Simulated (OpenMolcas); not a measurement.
An atom or ion with 15 electrons was computed by XMS-RASPT2, IPEA 0.25 Eh, imaginary shift 0.1 Eh with spin-orbit coupling (OpenMolcas, ANO-RCC-VQZP, DKH2). The lowest levels that the run gave, each within 12 % of the measured value where one is at hand:

| J | Parity | E (cm-1) | g |
| --- | --- | --- | --- |
| 3/2 | odd | 0.0 | 2.002 |
| 3/2 | odd | 18220 | 0.802 |
| 5/2 | odd | 18270 | 1.200 |
| 1/2 | odd | 30500 | 0.666 |
| 3/2 | odd | 30560 | 1.332 |
| 5/2 | even | 98590 | 1.601 |
| 3/2 | even | 99140 | 1.735 |
| 1/2 | even | 99460 | 2.670 |
| 3/2 | even | 124390 | 0.800 |
| 5/2 | even | 124410 | 1.201 |

Which ion is it, and what are the configurations and terms?

Cl2+ (Z = 17, charge +2; active space 5 electrons in 9 orbitals (RAS2 3s 3p; RAS3 3d, at most 2 electrons)). J, parity and g give the terms where levels are pure, and mixed ones are named by the computed weights; the size of the splittings, set against known spectra of the 15-electron sequence, gives the charge. In order, with the measured energies in cm-1 (Moore, Atomic Energy Levels, vol. I, NSRDS-NBS 35 (1971 reprint of NBS Circular 467, 1949)): 3s2 3p3 4S* 3/2, 3s2 3p3 2D* 3/2 (18053), 3s2 3p3 2D* 5/2 (18120), 3s2 3p3 2P* 1/2 (29812), 3s2 3p3 2P* 3/2 (29907), 3s 3p4 4P 5/2 (98520), 3s 3p4 4P 3/2 (99130), 3s 3p4 4P 1/2 (99475), 3s 3p4 2D 3/2, 3s 3p4 2D 5/2.

CASPT2 breaks the degeneracy within a term, and the mean is taken; among the terms shown or strongly mixed into the levels shown the widest spread is 130 cm-1 (3s 3p4 2D). The run also gave levels led by 3s2 3p2 3d, which use shells meant for correlation; these and all levels above them are left out. Some terms mix strongly with configurations of 3d, whose occupation reaches 0.31 (3s 3p4 4P, 3s 3p4 2D). Computed and measured levels are paired by configuration, term and J; levels that our copy of the source lacks, or whose pairing is in doubt (as where it misses far off the trend of its configuration), stay unpaired and out of the deviations. Only configurations of the active space appear.

* marks odd parity.
